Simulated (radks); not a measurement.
Task: All-electron atom: neutral hafnium in [Xe] 4f14 5d2 6s2. All-electron calculation, Dirac Kohn-Sham, PBE, spin-unpolarised, spherical densities, finite nucleus; open shells fill j = l - 1/2 first; Fermi nuclear charge, rms radius 5.347 fm. Program: a radial shooting solver on a logarithmic mesh with Libxc functionals.

Spin-orbit splittings of the eigenvalues, e(l+1/2) - e(l-1/2), with zeta = 2 splitting/(2l+1) and mean radii in bohr:

| shell | occ. | splitting (eV) | zeta (eV) | <r> j=l-1/2 | <r> j=l+1/2 |
|---|---|---|---|---|---|
| 2p | 6 | 1192 | 794.5 | 0.06612 | 0.07385 |
| 3p | 6 | 255.4 | 170.3 | 0.1981 | 0.2124 |
| 3d | 10 | 55.71 | 22.28 | 0.1863 | 0.1908 |
| 4p | 6 | 58.44 | 38.96 | 0.4746 | 0.5075 |
| 4d | 10 | ? | ? | 0.5285 | 0.5400 |
| 4f | 14 | 1.743 | 0.4981 | 0.6710 | 0.6839 |
| 5p | 6 | 7.753 | 5.169 | 1.268 | 1.378 |
| 5d | 2 | 0.4395 | 0.1758 | 2.463 | 2.604 |

Estimate the 4d splitting.

Result: 10.70 eV (zeta = 4.281 eV).
